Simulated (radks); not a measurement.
Q: Successive ionisation energies (eV) of one element, from differences of total energies of ions in their ground configurations, starting at charge 2: 35.171, 51.726, 64.629, 77.637, 109.03. Method: scalar-relativistic Kohn-Sham, r2SCAN, spin-polarised, spherical densities, finite nucleus; open shells are filled with parallel spins first; meta-GGA in the generalised Kohn-Sham scheme; Fermi nuclear charge, rms radius 4.1884 fm; computed with a radial shooting solver on a logarithmic mesh with Libxc functionals. Which element is it?

A: Krypton (Z = 36). The first species listed is Kr2+ in [Ar] 3d10 4s2 4p4, the last Kr6+ in [Ar] 3d10 4s2.
